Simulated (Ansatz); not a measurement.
Consider the redistribution: `CO[Si]F` + `C[O][Mg][O][SiH3]` → `CO[Si]OC` + `[F][Mg][O][SiH3]`.

Calculated with Ansatz (gas phase, PBE0-D4/def2-TZVP geometries, no zero-point term in ΔE). CCSD(T)/CBS is the MP2 limit (def2-TZVPP, def2-QZVPP) plus CCSD(T) − MP2 in def2-TZVPP, frozen cores. For Mg outer-core shells are correlated without core-valence functions, which leaves a few kJ/mol of doubt a bond. Each species was taken in one conformer, which may not be the lowest.

```json
{"species": "`CO[Si]F`", "CCSD(T)/CBS(def2) energy (Eh)": "-503.96814"}
{"species": "`C[O][Mg][O][SiH3]`", "CCSD(T)/CBS(def2) energy (Eh)": "-681.10456"}
{"species": "`CO[Si]OC`", "CCSD(T)/CBS(def2) energy (Eh)": "-519.17085"}
{"species": "`[F][Mg][O][SiH3]`", "CCSD(T)/CBS(def2) energy (Eh)": "-665.90405"}
```

(1) Work out ΔE.

Largest T1 diagnostic among the species: 0.014.

## Answers

(1) ΔE = (-519.17085) + (-665.90405) − (-503.96814) − (-681.10456) = -0.00220 Eh = -1.4 kcal/mol.

Leaving LDA and LC-ωPBE aside and taking each functional with its dispersion term where it has one, the values, not all of them listed here, spread over 3.0 kcal/mol, from revPBE-D4 to B2PLYP. From BLYP to BHLYP (50 % exact exchange), in def2-TZVPP and without D4, ΔE moves by +0.8 kcal/mol.
